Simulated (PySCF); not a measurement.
Sn(F)(Cl)2(NH2) (Cl2FH2NSn), SMILES [NH2][Sn]([F])([Cl])[Cl].

The structure is a stationary point at B3LYP-D3(BJ)/def2-SVP. The structure was generated by enumeration; whether it is a known compound was not checked. The def2 effective core potentials stand for the cores of Sn; spin–orbit coupling is left out. The values are those of a single conformer.

These are TDA-M06-2X/def2-SVPD in PySCF values and carry that method's errors.

Vertical excitations. Gas-phase values at a fixed geometry.

List the lowest excited states. (The exact figures need the calculation; the answer reports its results.)


| state | energy (eV) | λ (nm) | f | main pairs |
|---|---|---|---|---|
| S1 | 5.47 | 227 | 0.036 | HOMO→LUMO 90 % |
| S2 | 6.02 | 206 | 0.023 | HOMO−1→LUMO 84 % |
| S3 | 6.08 | 204 | 0.008 | HOMO−2→LUMO 85 % |
| S4 | 6.24 | 199 | 0.054 | HOMO−3→LUMO 87 % |
| S5 | 6.38 | 194 | 0.043 | HOMO−4→LUMO 89 % |
| S6 | 7.59 | 163 | 0.051 | HOMO→LUMO+1 82 % |
| S7 | 7.70 | 161 | 0.230 | HOMO−5→LUMO 68 %, HOMO−7→LUMO 16 % |
| S8 | 7.81 | 159 | 0.103 | HOMO−6→LUMO 58 %, HOMO−8→LUMO 18 % |
| S9 | 8.05 | 154 | 0.050 | HOMO→LUMO+2 88 % |
| S10 | 8.28 | 150 | 0.009 | HOMO→LUMO+3 37 %, HOMO−8→LUMO 32 %, HOMO→LUMO+4 8 % |
| T1 | 4.81 | 258 | 0 | HOMO→LUMO 89 % |
| T2 | 5.59 | 222 | 0 | HOMO−1→LUMO 90 % |
| T3 | 5.70 | 217 | 0 | HOMO−2→LUMO 89 % |
| T4 | 5.75 | 216 | 0 | HOMO−3→LUMO 89 % |
Triplets are in the Tamm–Dancoff approximation.
